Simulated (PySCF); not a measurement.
C₅H₆SSi.
Numbering: `[CH3:1][C:2]#[C:3][C:4]1=[CH:5][SiH2:6][S:7]1`

NICS = −σ at a ghost point: NICS(0) at the centroid of the ring atoms, NICS(1) 1 Å to either side along the normal of their mean plane, zz for the tensor component along that normal. Level: GIAO PBE0/pcSseg-1 (PySCF, non-relativistic, gas phase) on the GFN2-xTB geometry, one conformer.

Ring bond lengths (Å), with Mayer bond orders in brackets: C4–C5 1.354 (1.68), C5–Si6 1.865 (0.94), Si6–S7 2.214 (0.85), S7–C4 1.785 (1.06).

Give the NICS values of each ring in ppm.

| ring | type | NICS(0) | NICS(1), two faces | NICS(1)zz, two faces | rms pucker (Å) | centre to ring atoms, mean (Å) |
| --- | --- | --- | --- | --- | --- | --- |
| C4–C5–Si6–S7 | 4-membered ring with S and Si; formal bonds 1 double, 3 single | -1.8 | -0.9 / -0.9 | 7.2 / 7.2 | 0.00 | 1.27 |

What do they say, and how far can they be read as aromaticity?

- C4–C5–Si6–S7: mean NICS(1)zz 7.2 ppm, deshielded. Si6 has four or more neighbours, so the value isn't read as a sign of a π ring current.

Give the inner angles of the rings and the Hirshfeld charges of the ring atoms.

- C4–C5–Si6–S7: C4 108.4° (+0.003 e), C5 99.0° (-0.173 e), Si6 77.2° (+0.344 e), S7 75.4° (-0.113 e); sum 360.0° against 360° for a flat convex ring.

How shielded are the nuclei of the rings and their hydrogens (means over atoms taken as equivalent)?

| atoms | environment | σ isotropic (ppm) | principal values of the symmetric part, first atom (ppm) |
| --- | --- | --- | --- |
| C4 | fully substituted alkene carbon | 28.7 | -79.1, 36.4, 128.7 |
| C5 | alkene CH carbon | 59.1 | -36.5, 72.7, 141.2 |
| Si6 | SiH2 silicon | 387.8 | 352.7, 399.0, 411.7 |
| S7 | sulfur bonded to C and Si | 493.2 | 220.1, 431.2, 828.4 |
| H on C5 | vinylic hydrogen | 26.24 | 23.9, 24.8, 30.0 |
| H on Si6 (×2) | Si–H hydrogen | 26.51 | 23.1, 24.8, 31.6 |
